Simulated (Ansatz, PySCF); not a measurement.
Process, species as SMILES: [F][Ge]([F])[F] -> [F][Ge-]([F])[F] (an electron is taken up)

Quantity: adiabatic electron affinity (0 K, with zero-point energies), in eV. Positive where the reaction releases energy. Conventions: open shells spin-unrestricted; no spin-orbit coupling; non-relativistic; dispersion terms only where a functional's name holds one; six Cartesian d functions in 6-31G* and its kin unless marked 5d; LANL2DZ with its own core potentials from Na on; frozen cores in correlated levels (noble-gas shells and the d and f shells of earlier blocks). First-principles rows: single points at B3LYP-D3(BJ) geometries (Ansatz, a quantum-chemistry and plane-wave program), with unscaled harmonic terms from B3LYP/6-31G* (LANL2DZ past Ar) at its own minima. Sets without +, aug- or the D of def2-TZVPD hold no diffuse functions, which anions need.

```json
[
 {"level": "HF/LANL2DZ", "program": "Ansatz", "adiabatic electron affinity (0 K, with zero-point energies) (eV)": "3.35"},
 {"level": "HF/6-31G*", "program": "Ansatz", "adiabatic electron affinity (0 K, with zero-point energies) (eV)": "2.17"},
 {"level": "SVWN5/6-31G* with LANL2DZ past Ar", "program": "Ansatz", "adiabatic electron affinity (0 K, with zero-point energies) (eV)": "2.52"},
 {"level": "PBE/LANL2DZ", "program": "Ansatz", "adiabatic electron affinity (0 K, with zero-point energies) (eV)": "3.64"},
 {"level": "B3LYP/6-31G*", "program": "Ansatz", "adiabatic electron affinity (0 K, with zero-point energies) (eV)": "3.14"},
 {"level": "B3LYP/6-31G* with LANL2DZ past Ar", "program": "Ansatz", "adiabatic electron affinity (0 K, with zero-point energies) (eV)": "2.64"},
 {"level": "PBE0/6-31G*", "program": "Ansatz", "adiabatic electron affinity (0 K, with zero-point energies) (eV)": "2.96"},
 {"level": "M06-2X/6-31G* with LANL2DZ past Ar (5d)", "program": "PySCF", "adiabatic electron affinity (0 K, with zero-point energies) (eV)": "2.74"},
 {"level": "PBE/def2-TZVPD", "program": "Ansatz", "adiabatic electron affinity (0 K, with zero-point energies) (eV)": "3.62"},
 {"level": "wB97M-V/def2-TZVPD", "program": "Ansatz", "adiabatic electron affinity (0 K, with zero-point energies) (eV)": "3.68"},
 {"level": "B2PLYP-D3(BJ)/def2-TZVPD", "program": "Ansatz + dftd3", "adiabatic electron affinity (0 K, with zero-point energies) (eV)": "3.60"}
]
```

No value to compare with is used here. The 8 habitual levels span 2.17 (HF/6-31G*) to 3.64 eV (PBE/LANL2DZ); PBE/def2-TZVPD gives 3.62.

The levels are drawn from those run, B3LYP/6-31G* more often than the rest, none by its result; runs whose electronic state is in doubt are left out.
